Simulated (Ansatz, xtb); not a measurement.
## Relative energy of two isomers of C6H2Cl2O2

We compare X, `O=C1C=C(Cl)C(=O)C(Cl)=C1`, a singlet, with Y, `O=C1C=C(Cl)C(=O)C=C1Cl`, a singlet. Both are isolated molecules in the gas phase, relaxed with r2SCAN-D4/def2-SVP.

Quicker runs give these differences E(Y) − E(X): GFN2-xTB −0.72 kcal/mol; HF/STO-3G +0.58 kcal/mol (at GFN2-xTB geometries); r2SCAN-D4/def2-SVP//GFN2-xTB −0.63 kcal/mol.

Q: Which of the two would you expect CCSD(T)/def2-SVP + ΔMP2/def2-TZVPP electronic energies to favour?

A: CCSD(T)/def2-SVP + ΔMP2/def2-TZVPP gives E(Y) − E(X) = −0.31 kcal/mol, slightly favouring structure Y, which is too small a margin to settle the true order.

Level by level:

```json
{"level": "GFN2-xTB", "geometry": "GFN2-xTB", "E(Y) − E(X) (kcal/mol)": "−0.72", "departure from the last row (kcal/mol)": "−0.41", "job, with rough time for the two": "optimisation, 0.19 s"}
{"level": "HF/STO-3G", "geometry": "GFN2-xTB", "E(Y) − E(X) (kcal/mol)": "+0.58", "departure from the last row (kcal/mol)": "+0.89", "job, with rough time for the two": "single point, 1.1 s"}
{"level": "r2SCAN-D4/def2-SVP//GFN2-xTB", "geometry": "GFN2-xTB", "E(Y) − E(X) (kcal/mol)": "−0.63", "departure from the last row (kcal/mol)": "−0.32", "job, with rough time for the two": "single point, 11 s"}
{"level": "r2SCAN-D4/def2-SVP", "geometry": "r2SCAN-D4/def2-SVP", "E(Y) − E(X) (kcal/mol)": "−0.58", "departure from the last row (kcal/mol)": "−0.27", "job, with rough time for the two": "optimisation, 72 s"}
{"level": "HF/def2-SVP", "geometry": "r2SCAN-D4/def2-SVP", "E(Y) − E(X) (kcal/mol)": "−0.18", "departure from the last row (kcal/mol)": "+0.13", "job, with rough time for the two": "part of the CCSD(T) run"}
{"level": "MP2/def2-SVP", "geometry": "r2SCAN-D4/def2-SVP", "E(Y) − E(X) (kcal/mol)": "−0.33", "departure from the last row (kcal/mol)": "−0.02", "job, with rough time for the two": "part of the CCSD(T) run"}
{"level": "CCSD(T)/def2-SVP", "geometry": "r2SCAN-D4/def2-SVP", "E(Y) − E(X) (kcal/mol)": "−0.21", "departure from the last row (kcal/mol)": "+0.09", "job, with rough time for the two": "single point"}
{"level": "CCSD(T)/def2-SVP + ΔMP2/def2-TZVPP", "geometry": "r2SCAN-D4/def2-SVP", "E(Y) − E(X) (kcal/mol)": "−0.31", "departure from the last row (kcal/mol)": "", "job, with rough time for the two": "single point, 5.3 min"}
```

As drawn, both hold the same kinds of bond in the same numbers.

The largest departure from CCSD(T)/def2-SVP + ΔMP2/def2-TZVPP is that of HF/STO-3G, 0.89 kcal/mol. The last row adds to CCSD(T) the change of the MP2 difference between the two basis sets, here −0.09 kcal/mol.

With thermal terms from frequencies at re-optimised GFN2-xTB minima (ideal gas, soft modes damped towards free rotors, one conformer each, 298.15 K, 1 atm): the zero-point term adds +0.04 kcal/mol; ΔH is −0.28 and ΔG −0.22 kcal/mol.

The correlated steps freeze 18 core orbitals. Codes used: Ansatz 0.2.0, xtb 6.7.1; the last row on 2 threads of Arm Neoverse V1 on a shared host.
